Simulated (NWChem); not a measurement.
System: phosphorus nitride (PN); SMILES P#N

Results from NWChem. The geometry was optimised at PBE0-D3(BJ)/def2-TZVP. Level: PBE/def2-SVP with SMD (1 M gas to 1 M solution), gas-phase geometry. Reactions with the solvent are ignored.

For solvent toluene:

```
Quantity                          Result
--------------------------------  ------
solvation free energy (kcal/mol)     0.1
dipole in solution (D)              2.80
```

### Question
What are these values for solvent diethyl ether?

### Answer
| Quantity | Value |
|---|---|
| solvation free energy (kcal/mol) | -1.1 |
| dipole in solution (D) | 2.98 |
